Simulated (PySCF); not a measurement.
**Basis-set dependence of SbCl at HF**

PySCF, UHF reference; triplet, unpaired electrons π ↑↑; De to Sb + Cl without counterpoise correction.

| basis | relativity | functions | Re (Å) | ωe (cm⁻¹) | De (eV) | μ (D) |
| --- | --- | --- | --- | --- | --- | --- |
| cc-pVDZ-PP/cc-pV(D+d)Z | scalar-relativistic core potentials | 46 | 2.385 | 364 | 1.55 | -3.10 |
| x2c-SVPall | spin-free X2C | 54 | 2.390 | 367 | 1.57 | -2.93 |
| def2-SVPD | scalar-relativistic core potentials | 59 | 2.402 | 363 | 1.68 | -2.93 |
| def2-TZVPP | scalar-relativistic core potentials | 92 | 2.352 | 375 | 1.76 | -2.54 |
| def2-TZVPPD | scalar-relativistic core potentials | 107 | 2.353 | 373 | 1.77 | -2.48 |

Question: How does each smaller set differ from the one with most functions, def2-TZVPPD?

Answer: cc-pVDZ-PP/cc-pV(D+d)Z: +3.2 pm, -2.4 % in ωe, -0.22 eV in De; x2c-SVPall: +3.7 pm, -1.6 % in ωe, -0.20 eV in De; def2-SVPD: +4.9 pm, -2.7 % in ωe, -0.09 eV in De; def2-TZVPP: -0.1 pm, +0.5 % in ωe, -0.01 eV in De. All at HF; the set with most functions is neither the basis-set limit nor always the best. The rows treat relativity differently, so the differences are not basis effects alone.

A positive dipole means Sb(−)Cl(+). These are scalar-relativistic numbers at best; spin–orbit coupling would shift them, the dissociation energy most. Hartree–Fock leaves out correlation, which carries a large part of most bond energies and some tenths to 1 eV of ionisation energies. The state was picked by a PBE0 search and need not be the measured ground state.
